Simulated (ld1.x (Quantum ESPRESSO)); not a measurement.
# Varying the ultrasoft potential for manganese

Base potential:

```
Element                 : Mn (Z = 25)
Generator               : ld1.x (Quantum ESPRESSO) 7.5
Type                    : ultrasoft
Functional              : PW91
Relativity              : scalar-relativistic
Frozen core             : [Ar]
Valence charge          : 7
Reference configuration : 3d5 4s1 4p1
Partial waves           : 4s (bound): rcut 2.40, rcutus 2.95 bohr; 4s channel at 0.4 Ry: rcut 2.40, rcutus 2.95 bohr; 4p (bound): rcut 2.05, rcutus 2.45 bohr; 4p channel at 1.7 Ry: rcut 2.05, rcutus 2.45 bohr; 3d (bound): rcut 1.55, rcutus 1.75 bohr; 3d channel at -0.1 Ry: rcut 1.55, rcutus 1.75 bohr
Local potential         : all-electron potential smoothed inside 1.45 bohr (lloc = -2)
Core correction         : none
Augmentation charge     : PSQ, inside the norm-conserving radii
```

Cutoffs, loose and tight: the cutoffs (Ry, on a coarse ladder) from which the occupation-weighted sum of valence levels, in a spherical-Bessel basis at the reference potential, stays within 10 and 1 mRy of its value at 400 Ry. They do not see the model core or the augmentation charge, which bear on the density cutoff. Test errors are all-electron minus pseudo excitation energies from the reference, over the configurations 3d5 4s2 4p0; 3d5 4s1 4p0; 3d5 4s0 4p0; 3d6 4s1 4p0; 3d4 4s2 4p0; 3d5.5 4s1.5 4p0; 3d5 4s0 4p2. A dash means not determined; rows that change the core or the reference have their own tests.

A true bound ghost makes a file unfit for plane-wave use even where its test errors are small: the radial tests pick states by their node count and pass the ghost by.

```csv
change,outcome,"cutoff, loose","cutoff, tight",bound ghosts,largest test error (meV)
base,generated,35 Ry,55 Ry,none,-94
"waves 4p (bound): rcut 2.02, rcutus 2.14 bohr; 4p channel at 1.7 Ry: rcut 2.02, rcutus 2.14 bohr",generated,35 Ry,55 Ry,p,-105
"waves 4p (bound): rcut 2.05, rcutus 2.44 bohr; 4p channel at 1.7 Ry: rcut 2.05, rcutus 2.44 bohr",generated,35 Ry,55 Ry,none,-96
"waves 4p (bound): rcut 2.05, rcutus 2.66 bohr; 4p channel at 1.7 Ry: rcut 2.05, rcutus 2.66 bohr",generated,35 Ry,55 Ry,none,-88
"waves 4p (bound): rcut 2.05, rcutus 2.96 bohr; 4p channel at 1.7 Ry: rcut 2.05, rcutus 2.96 bohr",generated,35 Ry,55 Ry,none,-83
"waves 4p (bound): rcut 2.05, rcutus 3.20 bohr; 4p channel at 1.7 Ry: rcut 2.05, rcutus 3.20 bohr",generated,35 Ry,55 Ry,none,-80
"waves 4p (bound): rcut 2.05, rcutus 3.46 bohr; 4p channel at 1.7 Ry: rcut 2.05, rcutus 3.46 bohr",generated,35 Ry,55 Ry,none,-78
"waves 4p (bound): rcut 2.05, rcutus 3.72 bohr; 4p channel at 1.7 Ry: rcut 2.05, rcutus 3.72 bohr",generated,35 Ry,55 Ry,none,-76
```

Problem. What comes out with this change to the base: waves 4p (bound): rcut 1.56, rcutus 1.66 bohr; 4p channel at 1.7 Ry: rcut 1.56, rcutus 1.66 bohr?

Solution. outcome: failed: run_pseudo: Errors in PS-KS equation. Cause: the pseudo-atom solver did not find the valence states with the expected number of nodes, which is the usual sign of a ghost state.

Problem. What comes out with this change to the base: waves 4p (bound): rcut 1.78, rcutus 1.88 bohr; 4p channel at 1.7 Ry: rcut 1.78, rcutus 1.88 bohr?

Solution. outcome: failed: chargeps: negative rho. Cause: the pseudo-density turned negative during the self-consistent test, most likely because a state had been found with a wrong node count and its wave set to zero before.

Reading the sweep of the p radius (base included, trends over the rows without a ghost): The loose cutoff stays near 35 Ry. The median size of the test errors (rows with all tests solved) falls from 10.6 meV at 2.44 to 3.6 meV at 3.72 bohr. This runs against the usual rule that a larger radius transfers worse; these runs do not show why. Bound ghosts are found at 2.14 bohr. The generation fails at 1.66, 1.88 bohr.
